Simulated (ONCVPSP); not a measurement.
nickel, ONCV: configuration errors across variants

Ni, optimised norm-conserving Vanderbilt (ONCV), made with ONCVPSP 4.0.1 (PBE, fully relativistic). Core [Ne], reference 3s2 3p6 3d8 4s1 (charge +1). Waves: 3s+4s: rc 1.45 bohr, ncon 3, nbas 7, qcut 6.5 1/bohr, 2 projectors; 3p: rc 1.05 bohr, ncon 4, nbas 8, qcut 11.3 1/bohr, 3 projectors, debl 1.2 Ha; 3d: rc 1.00 bohr, ncon 5, nbas 10, qcut 15.9 1/bohr, 2 projectors, debl 3.8 Ha. Local part: polynomial inside 0.80 bohr (lpopt 5, dvloc0 3 Ha). Core correction: Teter function, fcfact 3, rcfact 1.5.

Open shells are filled in proportion to 2j + 1.

In the p channel the program set the typed energies aside and used -2.931, 0.250, 1.450 Ha (j = l + 1/2; the other j can differ).

All-electron excitation energies from the reference (eV): (1) 3s2 3p6 3d8 4s2 -9.323; (2) 3s2 3p6 3d8 4s0 17.351; (3) 3s2 3p6 3d7 4s0 54.817; (4) 3s2 3p6 3d8 4s1 4p1 -4.728.

Errors AE − PS in meV (a dash: test not solved or not reliable):

| change | (1) | (2) | (3) | (4) | bound ghosts | GHOST(+) flags above zero |
| --- | --- | --- | --- | --- | --- | --- |
| base | +0.1 | +1.1 | +0.6 | -0.1 | none | none |
| core correction Teter function, fcfact 3, rcfact 0.96 | +0.1 | +1.1 | +0.5 | -0.1 | none | none |
| core correction Teter function, fcfact 3, rcfact 1.06 | +0.1 | +1.1 | +0.5 | -0.1 | none | none |
| core correction Teter function, fcfact 3, rcfact 1.2 | +0.1 | +1.1 | +0.5 | -0.1 | none | none |
| core correction Teter function, fcfact 3, rcfact 1.32 | +0.1 | +1.1 | +0.5 | -0.1 | none | none |
| core correction Teter function, fcfact 3, rcfact 1.46 | +0.1 | +1.1 | +0.6 | -0.1 | none | none |
| core correction Teter function, fcfact 3, rcfact 1.54 | +0.1 | +1.1 | +0.6 | -0.1 | none | none |
| core correction Teter function, fcfact 3, rcfact 1.66 | +0.1 | +1.0 | +0.6 | -0.1 | none | none |
| core correction Teter function, fcfact 3, rcfact 1.82 | +0.1 | +1.0 | +0.5 | -0.1 | none | none |
| core correction Teter function, fcfact 3, rcfact 2.06 | 0.0 | +0.9 | -0.4 | -0.1 | none | none |

Q: Give the same row for: core correction Teter function, fcfact 3, rcfact 1.9.

A: +0.1, +1.0, +0.3, -0.1; bound ghosts: none; GHOST(+) flags above zero: none.
